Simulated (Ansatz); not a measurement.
Ansatz (an electronic-structure program) input:

Ansatz 0.2 input:
```yaml
crystal:
  periodic: [false, false, false]
  atoms:
    - {symbol: Si, position_ang: [-0.00999402, 0.00248223, 0.67729865]}
    - {symbol: Cl, position_ang: [1.09630832, 1.34039670, -0.26768776]}
    - {symbol: Cl, position_ang: [-1.08807796, -1.34244089, -0.29008759]}
basis:
  gaussian:
    orbitals: def2-TZVP
hamiltonian:
  xc: b3lyp
  dispersion: d3bj
total_charge: 1
magnetization: {spin_polarized: true, initial_magnetization: 1}
phonons: {temperatures: {t_min: 298.15, t_max: 298.15, t_step: 100}}
```

Question: What final total energy does it print?

Answer: -1209.70108 Eh (B3LYP-D3(BJ)/def2-TZVP). The basis has 111 functions.
